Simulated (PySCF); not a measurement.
AsFH₄Si.

```xyz
7

Si    -1.1536     0.2956     0.5241
F     -2.1123    -0.7356    -0.3041
As     1.0675     0.0280    -0.2510
H     -1.3271     0.0022     1.9699
H     -1.5966     1.6833     0.2304
H      1.5438     1.0273     0.8038
H      1.3128    -1.1568     0.6790
```

Geometry: TPSSh-D3(BJ)/def2-SVP.

Method: PBE0/pcSseg-1 (PySCF). Non-relativistic, no solvent.

Computed absolute GIAO shielding of each atom: isotropic value and principal components (ppm):
```
atom  σ(iso)     σ11     σ22     σ33   span
----  ------  ------  ------  ------  -----
Si1    327.4   237.6   325.7   418.9  181.3
F2     401.7   362.3   417.8   424.9   62.6
As3   1920.1  1791.6  1915.0  2053.7  262.2
H4      25.2    21.0    24.3    30.2    9.2
H5      25.5    21.6    24.5    30.5    8.9
H6      29.7    23.1    23.9    41.9   18.8
H7      29.0    22.2    23.7    41.0   18.7
```
